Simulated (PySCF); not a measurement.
**A survey of ¹⁷O NMR shifts**

- structure optimised with GFN2-xTB
- GIAO PBE0/pcSseg-1 shieldings
- code: PySCF 2.14
- averaged over atoms made equivalent by symmetry, fast rotation or ring inversion, a single conformation, no relativistic terms, no solvent model

Shieldings were converted by a linear fit to measured shifts: ¹⁷O (scatter 10.7 ppm rms, 12.2 ppm with the 3 outliers that the fit left out vs liquid water, solution or neat liquid). A few per cent of atoms miss by over 2 rms, more outside the fitted compound classes.

Problem. Give the ¹⁷O shifts of `CO[C@@H]1C[C@H]1C1=COC=CO1`, `C#CC[SiH2]O/C=C/F`, `C#C[C@@H](C#N)C(=O)O[SiH3]`, `CCCOC`.

Solution. 
| compound | environment | δ (ppm) |
| --- | --- | --- |
| [CH3:1][O:2][C@@H:3]1[CH2:4][C@H:5]1[C:6]1=[CH:7][O:8][CH:9]=[CH:10][O:11]1 | O11: ether oxygen | 70.9 |
| [CH3:1][O:2][C@@H:3]1[CH2:4][C@H:5]1[C:6]1=[CH:7][O:8][CH:9]=[CH:10][O:11]1 | O8: ether oxygen | 50.7 |
| [CH3:1][O:2][C@@H:3]1[CH2:4][C@H:5]1[C:6]1=[CH:7][O:8][CH:9]=[CH:10][O:11]1 | O2: ether oxygen | 3.8 |
| C#CC[SiH2]O/C=C/F | oxygen bonded to C, Si | 18.4 |
| [CH:1]#[C:2][C@@H:3]([C:4]#[N:5])[C:6](=[O:7])[O:8][SiH3:9] | O7: carbonyl oxygen | 386.6 |
| [CH:1]#[C:2][C@@H:3]([C:4]#[N:5])[C:6](=[O:7])[O:8][SiH3:9] | O8: oxygen bonded to C, Si | 130.3 |
| CCCOC | ether oxygen | -12.8 |
